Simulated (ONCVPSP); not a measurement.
# An all-electron radial function and its pseudo partner (vanadium)

Columns: radius, all-electron u(r) and pseudo u(r) of the 3d shell (level -5.52 eV) of vanadium in the configuration [Ne] 3s2 3p6 3d3 4s1.75 4p0.25; PBE, scalar-relativistic, ONCV scheme, ONCVPSP 4.0.1.

| r (bohr) | all-electron | pseudo |
| --- | --- | --- |
| 0.105 | 0.0445 | 0.0073 |
| 0.210 | 0.1900 | 0.0538 |
| 0.315 | 0.3688 | 0.1611 |
| 0.420 | 0.5300 | 0.3236 |
| 0.525 | 0.6547 | 0.5122 |
| 0.630 | 0.7411 | 0.6880 |
| 0.735 | 0.7920 | 0.8181 |
| 0.840 | 0.8139 | 0.8873 |
| 0.945 | 0.8142 | 0.8992 |
| 1.050 | 0.7992 | 0.8705 |
| 1.155 | 0.7742 | 0.8215 |
| 1.260 | 0.7430 | 0.7680 |
| 1.365 | 0.7081 | 0.7183 |
| 1.470 | 0.6715 | 0.6744 |
| 1.575 | 0.6346 | 0.6350 |
| 1.680 | 0.5982 | 0.5982 |
| 1.785 | 0.5628 | 0.5628 |
| 1.890 | 0.5289 | 0.5288 |
| 1.995 | 0.4966 | 0.4965 |
| 2.100 | 0.4660 | 0.4660 |
| 2.205 | 0.4372 | 0.4371 |
| 2.310 | 0.4101 | 0.4101 |
| 2.415 | 0.3847 | 0.3846 |
| 2.520 | 0.3608 | 0.3608 |
| 2.625 | 0.3384 | 0.3384 |
| 2.730 | 0.3174 | 0.3174 |

Question: How many radial nodes do the two functions have?

Answer: The all-electron 3d function has n − l − 1 = 0; the pseudo-wave has 0.

Question: At about which radius was the pseudo-wave matched?

Answer: 1.75 bohr. The columns agree to 0.0005 from 1.57 bohr on; several derivatives are matched, so the curves merge somewhat inside the radius.

Question: Is the pseudo-wave norm-conserving?

Answer: Yes: the ONCV scheme keeps the norm inside the radius equal to the all-electron one, which fixes the energy derivative of the logarithmic derivative at the level.
